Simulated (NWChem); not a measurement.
Species: HSO3 cation; SMILES S(=O)(=[OH+])=O

```xyz
5

O     -0.6204     1.3460     0.0000
S     -0.1284     0.0011     0.0000
O     -0.7851    -1.2652     0.0000
O      1.4217    -0.1691     0.0000
H      1.9246     0.6886     0.0000
```
Atoms are numbered in this order, from 1.

Computed with NWChem. Medium grid unless said otherwise, to which SCAN and Minnesota functionals are sensitive. Geometry: optimised at B3LYP/6-31G* (spherical d).

Problem. Order these by “highest occupied level (eV)”, lowest first: MN15/def2-TZVP; B3LYP/def2-TZVP; TPSS/def2-TZVP; M06-2X/def2-TZVP; TPSSh/def2-TZVP.

Solution. M06-2X/def2-TZVP (-19.84), MN15/def2-TZVP (-18.98), B3LYP/def2-TZVP (-17.77), TPSSh/def2-TZVP (-17.09), TPSS/def2-TZVP (-16.38)
